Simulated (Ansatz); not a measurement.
Calculated with Ansatz (gas phase, PBE0-D4/def2-TZVP geometries, no zero-point term in ΔE). CBS: MP2 limit from def2 TZ/QZ plus the TZ coupled-cluster correction, frozen cores. For Ge, Se outer-core shells are correlated without core-valence functions, which leaves a few kJ/mol of doubt a bond. Scalar relativity is left out up to krypton. One conformer a species, not always the lowest.

Consider the redistribution: `N[CH]([SiH3])[GeH3]` + `OP(O)[SeH]` → `O[P](O)[GeH3]` + `NC([SiH3])[SeH]`.

| species | CCSD(T)/CBS(def2) energy (Eh) |
| --- | --- |
| `N[CH]([SiH3])[GeH3]` | -2463.33521 |
| `OP(O)[SeH]` | -2893.84743 |
| `O[P](O)[GeH3]` | -2570.43463 |
| `NC([SiH3])[SeH]` | -2786.72687 |

(1) Work out ΔE.

Largest T1 diagnostic among the species: 0.014.

## Answers

(1) ΔE = (-2570.43463) + (-2786.72687) − (-2463.33521) − (-2893.84743) = 0.02114 Eh = +0.58 eV.

From PBE to PBE0 (25 % exact exchange), in def2-TZVPP and without D4, ΔE moves by +0.04 eV.
